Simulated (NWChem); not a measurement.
InSiH$_{5}$; SMILES [SiH3][InH2]

All runs: NWChem. def2 effective core potentials on In; no spin-orbit coupling. Each level has its own optimisation; frequencies are unscaled.

```
level                                                 r H–In (Å)  r In–Si (Å)  r H–Si (Å)  highest harmonic frequency (cm⁻¹)  lowest (cm⁻¹)  zero-point energy (kcal/mol)
----------------------------------------------------  ----------  -----------  ----------  ---------------------------------  -------------  ----------------------------
B3LYP/3-21G (all-electron, non-relativistic)                 ___          ___       1.502                                ___            ___                           ___
Hartree-Fock/STO-3G (all-electron, non-relativistic)       1.574        2.514       1.426                               2886             16                          28.3
PBE0/def2-SVP (core potentials)                            1.739        2.589       1.498                               2223             48                          22.2
```

Question: Complete the blanks.

Answer: 
- B3LYP/3-21G (all-electron, non-relativistic), r H–In (Å): 1.778
- B3LYP/3-21G (all-electron, non-relativistic), r In–Si (Å): 2.635
- B3LYP/3-21G (all-electron, non-relativistic), highest harmonic frequency (cm⁻¹): 2178
- B3LYP/3-21G (all-electron, non-relativistic), lowest (cm⁻¹): 38
- B3LYP/3-21G (all-electron, non-relativistic), zero-point energy (kcal/mol): 21.8
